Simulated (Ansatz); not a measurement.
Species: C4H7Cl2, net charge 0, doublet state. It need not be the lowest isomer of its formula. 
Structure (B3LYP-D3(BJ)/def2-TZVP (Ansatz, a program for electronic structure) minimum search):
```xyz
13

C     -1.8919     0.7568     0.0792
C     -0.9605    -0.3360     0.4482
C      0.2839    -0.1588     1.2440
C      1.5582     0.0354     0.4244
Cl     1.5103     1.5595    -0.5452
Cl    -1.0557    -1.7900    -0.4952
H     -1.6223     1.2119    -0.8824
H     -2.9178     0.3923    -0.0068
H     -1.8603     1.5445     0.8334
H      0.4523    -1.0440     1.8692
H      0.1560     0.6949     1.9129
H      1.6960    -0.7756    -0.2857
H      2.4301     0.1088     1.0701
```
Charge 0, spin multiplicity 2.

Wanted: atomisation energy (electronic, to ground-state atoms), in kcal/mol. Correlated levels leave the core frozen unless marked. UHF or UKS for open shells. Spin-orbit coupling is left out. No relativistic terms. The coupled-cluster limit lacks core correlation, which all-electron functionals hold. Basis-set limits of correlation are two-point, X^-3; Hartree-Fock from the larger set.

| level | program | atomisation energy (kcal/mol) |
|---|---|---|
| B3LYP-D3(BJ)/def2-TZVPD | Ansatz + dftd3 | ? |
| PBE0-D3(BJ)/def2-TZVPD | Ansatz + dftd3 | ? |
| LC-wPBE/def2-TZVPD | Ansatz | ? |
| B2PLYP/def2-TZVPD | Ansatz | 1142.9 |
| CCSD/6-31G | Ansatz | 979.1 |
| CCSD(T)/CBS(cc-pV(T+d)Z,cc-pV(Q+d)Z) | Ansatz | 1158.3 |

**Question.** Some entries are withheld; supply them.

**Answer.** 
- B3LYP-D3(BJ)/def2-TZVPD, atomisation energy (kcal/mol): 1160.3
- PBE0-D3(BJ)/def2-TZVPD, atomisation energy (kcal/mol): 1176.4
- LC-wPBE/def2-TZVPD, atomisation energy (kcal/mol): 1159.7
